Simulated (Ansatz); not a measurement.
Bonds to the group Y in Y-SnCl3. Isolated molecules, 0 K electronic values unless said otherwise. Each species was relaxed from one start; no search for lower structures was made at this level. In the def2 sets, heavy atoms carry core potentials. Strings in code marks are SMILES.

B3LYP has the VWN-RPA correlation part, as in Gaussian. 

A: Y = ethyl (`C[CH2][Sn]([Cl])([Cl])[Cl]`)
B: Y = n-butyl (`[Cl][Sn]([Cl])([CH2]CCC)[Cl]` (C–C–C–C torsion 180°, C–C–C–Sn torsion -180°))
C: Y = tert-butyl (`C[C](C)(C)[Sn]([Cl])([Cl])[Cl]`)
D: Y = but-3-enyl (`[Cl][Sn]([CH2]CC=C)([Cl])[Cl]` (C–C–C–C torsion -116°, C–C–C–Sn torsion 180°))
E: Y = methyl
F: Y = 2,2,2-trifluoroethyl (`FC(F)(F)[CH2][Sn]([Cl])([Cl])[Cl]`)

Task: Put the candidates in order of HOMO, lowest first, for B3LYP-D3(BJ)/def2-TZVP // PBE0-D3(BJ)/def2-SVP (Ansatz, a quantum-chemistry and plane-wave program).

Result: F (-9.15 eV), E (-8.83 eV), A (-8.50 eV), B (-8.40 eV), C (-7.98 eV), D (-7.73 eV)
